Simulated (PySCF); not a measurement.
## Ni (nickel, neutral): UHF calculation

Configuration: [Ar] 3d9 4s1, high-spin 3D determinant (an excited configuration). All numbers are calculated (PySCF 2.14, the non-relativistic Hamiltonian (point nucleus), in aug-cc-pVTZ with one added diffuse shell each of s, p, d, f, g type (9s8p6d4f3g, 118 functions)).

```json
{
  "Total energy": "-1506.828423 hartree",
  "One-electron energy": "-2099.2575 hartree",
  "Hartree (Coulomb) energy": "654.3109 hartree",
  "Exchange energy": "-61.8819 hartree",
  "Kinetic energy": "1506.81963 hartree",
  "⟨S²⟩": "2.0010",
  "⟨L²⟩": "6.025",
  "Sum of ⟨r⟩": "20.99 bohr",
  "Sum of ⟨r²⟩": "33.20 bohr²",
  "Traceless quadrupole moment −½Σ⟨3z² − r²⟩ along its main axis": "-0.330 e·bohr²",
  "Density at the nucleus (Gaussians lack the cusp)": "14800 bohr⁻³",
  "Spin density at the nucleus": "3.05 bohr⁻³",
  "Langevin diamagnetic susceptibility": "-26.3 ×10⁻⁶ cm³/mol"
}
```

```
shell  electrons  mean orbital energy (hartree)  spread (hartree)  rms radius, mean of both spins (bohr)
 1s α          1                     -305.39823                 0                                 0.0635
 1s β          1                     -305.39568                 0                                 0.0635
 2s α          1                      -37.69059                 0                                  0.268
 2s β          1                      -37.65376                 0                                  0.268
 2p α          3                      -32.71755           0.03663                                  0.239
 2p β          3                      -32.68358           0.00164                                  0.239
 3s α          1                       -4.70596                 0                                  0.810
 3s β          1                       -4.60591                 0                                  0.810
 3p α          3                       -3.11876           0.07868                                  0.861
 3p β          3                       -3.00479           0.05540                                  0.861
 3d α          5                       -0.48429           0.09645                                   1.23
 3d β          4                       -0.42936           0.07533                                   1.23
 4s α          1                       -0.23630                 0                                   3.67
```

Spin-orbit constants ζ (cm⁻¹) from the X2C one-electron operator on these orbitals (non-relativistic here): bare nucleus, nucleus screened by l(l+1)(2l+1)/3 electrons, and screened by the Breit-Pauli mean field of the electrons.

```csv
shell,bare,screened nucleus,mean field
2p,94050,87330,n/a
3p,11330,10520,n/a
3d,1072,689.4,n/a
```

To first order the Landé constant is A = -344.7 cm⁻¹, so the lowest level has J = 3 and lies 0.0855 eV below the centre of the term. This holds in LS coupling only.
